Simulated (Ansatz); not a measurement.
C₃H₇NSi, SMILES `CC[SiH2]C#N`. Charge 0, multiplicity 1. All single points use the PBE0-D4/def2-TZVP geometry. It is one conformer, not always the lowest.

```xyz
12

C     1.248   -0.764    0.499
C    -0.132   -0.940   -0.129
Si   -1.208    0.579   -0.005
C    -0.329    1.982   -0.844
N     0.249    2.829   -1.369
H     1.840   -1.677    0.409
H     1.176   -0.521    1.562
H     1.806    0.041    0.015
H    -0.675   -1.764    0.347
H    -0.046   -1.205   -1.188
H    -1.418    1.011    1.398
H    -2.511    0.428   -0.694
```

Task: What is the dipole moment at ωB97M-V/def2-TZVPP? (An estimate is asked.)

Result: The calculation gave: 3.99 D, with components (-1.02, -3.53, 1.56) D in this frame, pointing from negative to positive charge.

Task: And with PBE, r2SCAN, B3LYP? (Estimate.)

Result: Computed: PBE 3.95 D, r2SCAN 4.01 D, B3LYP 4.01 D.

Task: Give the Mulliken charges with ωB97M-V, r2SCAN, PBE in def2-TZVPP. (Estimate.)

Result: Ansatz gave: 
| atom | ωB97M-V | r2SCAN | PBE |
| --- | --- | --- | --- |
| C1 | -0.32 | -0.15 | -0.26 |
| C2 | -0.29 | -0.15 | -0.20 |
| Si3 | 0.29 | 0.39 | 0.29 |
| C4 | -0.23 | -0.21 | -0.26 |
| N5 | -0.03 | -0.07 | 0.03 |
| H6 | 0.11 | 0.05 | 0.09 |
| H7 | 0.11 | 0.05 | 0.09 |
| H8 | 0.12 | 0.07 | 0.10 |
| H9 | 0.11 | 0.06 | 0.09 |
| H10 | 0.12 | 0.07 | 0.10 |
| H11 | 0.00 | -0.05 | -0.04 |
| H12 | 0.00 | -0.05 | -0.04 |

B3LYP here is the variant with VWN-RPA as its local correlation; programs differ in this.
